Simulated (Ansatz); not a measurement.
Molecule: diindium oxide, In₂O, charge 0, multiplicity 1. 
Coordinates optimised at B3LYP-D3(BJ)/def2-TZVP (Ansatz, a first-principles code):
```xyz
3

In     0.0000     0.0000    -2.0164
O      0.0000     0.0000     0.0000
In     0.0000     0.0000     2.0164
```
Charge 0, spin multiplicity 1.

Wanted: atomisation energy (electronic, to ground-state atoms), in kJ/mol. Correlated levels leave the core frozen unless marked. Open shells are spin-unrestricted. Spin-orbit coupling is left out. Frozen are the shells of the preceding noble gas and the d and f shells that filled before the atom's block. Past Kr the def2 sets carry scalar-relativistic core potentials. The coupled-cluster limit lacks core correlation, which all-electron functionals hold. CBS marks a two-point X^-3 extrapolation of the correlation energy; Hartree-Fock from the larger set.

```tsv
level	program	atomisation energy (kJ/mol)	minus last row
PBE-D3(BJ)/def2-TZVPD	Ansatz + dftd3	814.2	32.1
r2SCAN-D3(BJ)/def2-TZVPD	Ansatz + dftd3	785.0	2.9
B3LYP-D3(BJ)/def2-TZVPD	Ansatz + dftd3	773.7	-8.4
HSE06-D4/def2-TZVPD	Ansatz + dftd4	758.7	-23.4
MP2/def2-QZVPPD	Ansatz	834.4	52.3
MP2/CBS(def2-TZVPPD,def2-QZVPPD)	Ansatz	844.2	62.1
SCS-MP2/def2-QZVPP	Ansatz	806.4	24.3
CCSD/def2-TZVPPD	Ansatz	721.4	-60.7
CCSD/CBS(def2-TZVPPD,def2-QZVPPD)	Ansatz	745.6	-36.5
CCSD(T)/CBS(def2-TZVPPD,def2-QZVPPD)	Ansatz	782.1	0.0
```
